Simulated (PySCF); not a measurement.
# Nuclear quadrupole coupling in Si(vinyl)2(OSiMe3)2

Species: Si(vinyl)2(OSiMe3)2, C10H24O2Si3.
Structure used (PBE0-D3(BJ)/def2-SVP), in Å, numbered top down from 1:
```
atom  x, y, z in Å
Si1    1.077   -0.759    0.401
C2     0.898   -1.044    2.234
C3     0.053   -1.952    2.736
H4     1.502   -0.450    2.934
H5    -0.562   -2.572    2.075
H6    -0.062   -2.118    3.814
C7     2.813   -1.099   -0.173
C8     3.741   -1.679    0.597
H9     3.094   -0.808   -1.194
H10    3.521   -1.996    1.623
H11    4.760   -1.872    0.243
O12    0.709    0.805    0.002
Si13   0.238    2.322    0.522
C14   -0.892    2.158    2.009
C15   -0.658    3.123   -0.913
C16    1.780    3.287    0.971
H17   -1.254    3.146    2.337
H18   -0.370    1.688    2.856
H19   -1.771    1.537    1.775
H20   -1.556    2.548   -1.189
H21   -0.975    4.149   -0.667
H22   -0.004    3.171   -1.798
H23    2.316    2.797    1.799
H24    2.466    3.342    0.112
H25    1.538    4.315    1.283
O26    0.013   -1.754   -0.377
Si27  -1.260   -1.602   -1.458
C28   -2.685   -0.749   -0.588
C29   -1.736   -3.338   -1.966
C30   -0.692   -0.595   -2.933
H31   -3.567   -0.667   -1.243
H32   -2.395    0.267   -0.278
H33   -2.983   -1.306    0.315
H34   -2.046   -3.933   -1.093
H35   -2.571   -3.327   -2.684
H36   -0.884   -3.851   -2.439
H37   -0.325    0.387   -2.598
H38    0.130   -1.104   -3.461
H39   -1.510   -0.434   -3.653
```

Field gradients from the PBE0/pcSseg-1 density (PySCF, non-relativistic), principal values in atomic units, ordered |Vxx| ≤ |Vyy| ≤ |Vzz|:

| atom | Vxx | Vyy | Vzz |
| --- | --- | --- | --- |
| O12 | -0.4310 | -0.6188 | 1.0498 |
| O26 | -0.3694 | -0.6421 | 1.0116 |

Problem. Find the asymmetry η = (Vxx − Vyy)/Vzz and the couplings χ = eQV/h (234.96 MHz × Q in barn × V in au), with Q(17O) = −0.0256 b.

Solution. 
| atom | environment | nucleus | η | χzz (MHz) | χxx (MHz) | χyy (MHz) |
| --- | --- | --- | --- | --- | --- | --- |
| O12 | oxygen bonded to 2 Si | 17O | 0.18 | -6.31 | 2.59 | 3.72 |
| O26 | oxygen bonded to 2 Si | 17O | 0.27 | -6.08 | 2.22 | 3.86 |

The tensor is traceless: Vxx + Vyy + Vzz = 0.

Problem. What is Vzz at O26 in SI units (1 au = 9.71736 × 10²¹ V/m²)?

Solution. 1.0116 au = 9.830 × 10²¹ V/m².

Problem. And the gradient at the other heavy atoms, for which no coupling is worked out here?

Solution. 
| atom | environment | Vzz (au) | η |
| --- | --- | --- | --- |
| Si1 | silicon bonded to 2 C and 2 O | -0.444 | 0.97 |
| C2 | carbon bonded to C, Si and H | 0.357 | 0.46 |
| C3 | carbon bonded to C and 2 H | 0.394 | 0.33 |
| C7 | carbon bonded to C, Si and H | 0.371 | 0.43 |
| C8 | carbon bonded to C and 2 H | 0.369 | 0.38 |
| Si13 | silicon bonded to 3 C and O | 0.612 | 0.02 |
| C14 | carbon bonded to Si and 3 H | -0.108 | 0.11 |
| C15 | carbon bonded to Si and 3 H | -0.111 | 0.07 |
| C16 | carbon bonded to Si and 3 H | -0.112 | 0.10 |
| Si27 | silicon bonded to 3 C and O | 0.599 | 0.05 |
| C28 | carbon bonded to Si and 3 H | -0.115 | 0.06 |
| C29 | carbon bonded to Si and 3 H | -0.110 | 0.12 |
| C30 | carbon bonded to Si and 3 H | -0.106 | 0.23 |

Were the hydrogens deuterons (Q(2H) = 0.00286 b), χzz would run from 199 kHz (H37) to 202 kHz (H6, H11, H32, H4 and 2 more).

Geometry: PBE0-D3(BJ)/def2-SVP, one conformer, isolated molecule. The basis is small and wasn't made for field gradients, so the couplings can be 20 % off.
